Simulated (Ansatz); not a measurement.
# Which is lower?

The two ends of one reaction step of Si2H6O2, singlet (PBE0-D4/def2-TZVP).

A:

```json
{"atom": "Si1", "x (Å)": "-1.3719", "y (Å)": "0.1220", "z (Å)": "1.0517"}
{"atom": "Si2", "x (Å)": "1.9804", "y (Å)": "0.6036", "z (Å)": "-0.7451"}
{"atom": "H3", "x (Å)": "0.8837", "y (Å)": "1.3212", "z (Å)": "-1.4407"}
{"atom": "O4", "x (Å)": "-2.9259", "y (Å)": "0.1899", "z (Å)": "1.5764"}
{"atom": "O5", "x (Å)": "-1.4500", "y (Å)": "-1.2576", "z (Å)": "0.1308"}
{"atom": "H6", "x (Å)": "2.2926", "y (Å)": "1.2606", "z (Å)": "0.5455"}
{"atom": "H7", "x (Å)": "3.1879", "y (Å)": "0.5792", "z (Å)": "-1.6100"}
{"atom": "H8", "x (Å)": "1.5561", "y (Å)": "-0.8015", "z (Å)": "-0.4935"}
{"atom": "H9", "x (Å)": "-3.5244", "y (Å)": "-0.5064", "z (Å)": "1.2837"}
{"atom": "H10", "x (Å)": "-0.6283", "y (Å)": "-1.5110", "z (Å)": "-0.2987"}
```

B:

| atom | x (Å) | y (Å) | z (Å) |
| --- | --- | --- | --- |
| Si1 | -0.6374 | -0.1822 | -0.1513 |
| Si2 | 1.5954 | 0.5026 | -0.1116 |
| H3 | -1.2007 | -0.3581 | -1.5252 |
| O4 | -1.4780 | 1.0023 | 0.6214 |
| O5 | -0.7207 | -1.6427 | 0.6074 |
| H6 | 2.0818 | 0.6123 | 1.2893 |
| H7 | 1.7412 | 1.8244 | -0.7787 |
| H8 | 2.4377 | -0.4869 | -0.8370 |
| H9 | -2.4350 | 0.9956 | 0.5731 |
| H10 | -1.3842 | -2.2673 | 0.3127 |

Computed with Ansatz 0.2.0 (basis: def2-TZVPP); correlated methods freeze the cores. B3LYP uses VWN-RPA correlation.

Task: Which structure is lower at CCSD(T), and by how much? (An estimate is asked for; the value comes from the calculation.)

Result: By the calculation: B, by 103.8 kJ/mol (electronic energy, against the other). By their contacts, A is a complex of SiH₂O₂ ([OH][Si][OH]) + SiH₄ and B is Si₂H₆O₂ ([OH][SiH]([OH])[SiH3]).

All methods give the same order:

| method | E(B) − E(A) (kJ/mol) |
| --- | --- |
| SPW92 | -120.2 |
| PBE-D4 | -107.2 |
| BLYP-D4 | -86.9 |
| r2SCAN-D4 | -121.5 |
| B97M-V | -108.5 |
| PBE0-D4 | -120.8 |
| B3LYP-D4 | -100.2 |
| r2SCAN0-D4 | -127.1 |
| BHLYP-D4 | -113.6 |
| CAM-B3LYP-D4 | -105.1 |
| wB97X-V | -116.3 |
| wB97M-V | -93.7 |
| B2PLYP | -101.7 |
| PBE-QIDH | -125.7 |
| RPA on PBE | -91.4 |
| HF | -110.0 |
| MP2 | -111.1 |
| CCSD | -104.9 |
| CCSD(T) | -103.8 |

T1 diagnostic: at most 0.014.

Labels in which every atom is bracketed show which atoms are joined, not bond orders.

For scale, one of the runs: CCSD(T)/def2-TZVPP, 230 basis functions, launched by `ansatz run in.yaml --threads 4 --pin off --events-out ev --progress --plain --max-ram 9574MiB`. The run took 77 s on 4 CPU threads of an Arm Neoverse V1 (shared host), with 3.8 GiB of host memory at its peak.
